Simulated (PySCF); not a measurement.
A side-by-side comparison of computed properties.

First species: C5H9GeN.
SMILES: `[H]/N=C\C1=C[CH2][GeH2][CH2]1`

Second species: C7H13F.
InChI=1S/C7H13F/c1-5-3-4-7(8)6(5)2/h5-7H,3-4H2,1-2H3/t5-,6-,7-/m1/s1

Levels: wB97X-D/def2-SVPD for HOMO energy, LUMO energy, HOMO–LUMO gap and static isotropic polarisability; TDDFT wB97X-D/def2-SVPD for lowest singlet excitation; TDA wB97X-D/def2-SVPD for lowest triplet excitation (Tamm–Dancoff); ΔSCF wB97X-D/def2-SVPD for vertical ionisation energy. Geometries: PBE0-D3(BJ)/def2-SVP. Each species is one conformer at its optimised geometry, gas phase, non-relativistic unless stated; the electronic structure was computed with PySCF and density fitting.

Task: Which of the two has the higher HOMO energy, and by how much?

Result: The first: -9.07 eV against -10.51 eV, a difference of 1.44 eV.

Task: Which of the two has the higher T1 energy, and by how much?

Result: The second: 8.68 eV against 3.53 eV, a difference of 5.15 eV.

Task: Which has the higher vertical ionisation energy?

Result: The second: 10.65 eV against 9.16 eV, a difference of 1.49 eV.

Task: Which has the higher HOMO–LUMO gap?

Result: The second: 12.79 eV against 9.65 eV, a difference of 3.14 eV.

Task: Which of the two has the higher static isotropic polarisability, and by how much?

Result: The first: 96.6 au against 81.1 au, a difference of 15.5 au.

Task: Which has the higher LUMO energy?

Result: The second: 2.28 eV against 0.58 eV, a difference of 1.70 eV.

Task: Which of the two has the higher S1 energy, and by how much?

Result: The second: 8.81 eV against 4.90 eV, a difference of 3.91 eV.

On the first: The 10 singlets span 4.90 to 7.92 eV, and their oscillator strengths add up to 0.48. S1 lies 4.75 eV below the HOMO–LUMO gap; its leading configuration is HOMO−1→LUMO, weight 0.93. The calculation is non-relativistic and has no spin–orbit coupling, an omission that weighs most on germanium.

On the second: The principal polarisabilities are 75.3, 81.7 and 86.4 au; their mean is the isotropic value. The 10 singlets span 8.81 to 9.74 eV, and their oscillator strengths add up to 0.18.
